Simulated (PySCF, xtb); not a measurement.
C₃H₉ClOSi, SMILES CC[Si@](C)(O)Cl.

Coordinates come from a B3LYP-D3(BJ)/def2-SVP optimisation. The structure was generated by enumeration; whether it is a known compound was not checked. The values are those of a single conformer.

Level of theory: PySCF with IEF-PCM-B3LYP/def2-SVP.

The values are the electrostatic part of the solvation free energy, E(continuum) − E(gas) at the gas-phase geometry, in a cavity of scaled van der Waals radii (PySCF's table); cavitation and dispersion terms are not included. In vacuum the orbital gap is 8.74 eV. The dipole moment in vacuum is 1.73 D.

```
solvent              ε  ΔG(elec) (kcal/mol)  dipole (D)  gap (eV)
---------------  -----  -------------------  ----------  --------
water            78.36                 -5.0        2.24      9.00
cyclohexanone    15.62                 -4.6        2.19      8.98
tetrahydrofuran   7.43                    …           …         …
```

**Question.** Some entries are withheld; supply them. (An estimate is asked for; the answer gives what the named calculation found.)

**Answer.** 
- tetrahydrofuran, ΔG(elec) (kcal/mol): -4.1
- tetrahydrofuran, dipole (D): 2.14
- tetrahydrofuran, gap (eV): 8.96

For comparison, GFN2-xTB/ALPB(water) (xtb, at the GFN2-xTB geometry, all terms of that model) gives -5.6 kcal/mol.
